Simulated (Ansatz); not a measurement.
The same path of CuH$_{4}$NO (7 atoms, charge 0, multiplicity 1) was run twice with different band settings. The coordinate that changes most is the height of N1 over the plane of its neighbours.

The calculation used Ansatz 0.2.0, RKS PBE/def2-SVP.

Relaxed end points:

```xyz
7
Properties=species:S:1:pos:R:3
N -1.344 1.179 -0.604
Cu -0.162 -0.044 0.044
O 1.047 -1.497 0.616
H -0.796 2.003 -0.913
H -1.866 1.552 0.211
H 1.197 -2.098 -0.144
H 1.922 -1.094 0.791
```

```xyz
7
Properties=species:S:1:pos:R:3
N -1.021 1.579 -0.156
Cu -0.090 0.045 0.145
O 1.031 -1.518 0.596
H -0.983 1.766 -1.175
H -2.023 1.355 -0.008
H 1.156 -2.027 -0.232
H 1.929 -1.200 0.830
```

Common settings: movable images 5; spring 5.0 eV/Å²; start path through a guess of the saddle point; force threshold 0.05 eV/Å; iteration limit 60; end points relaxed.

| run | climbing image | optimiser |
| --- | --- | --- |
| 1 | yes | quadratic models (default) |
| 2 | from the first iteration | fire |

Q: What does each run give, and how far can it be trusted?

A: Run 1: converged after 8 iterations, highest image 0.186 eV above the first end. A vibrational analysis at the climbing image gives one clearly imaginary mode, 577i cm⁻¹: a first-order saddle point.
Run 2: converged after 53 iterations, highest image 0.213 eV above the first end. The order of the stationary point at the top wasn't checked.
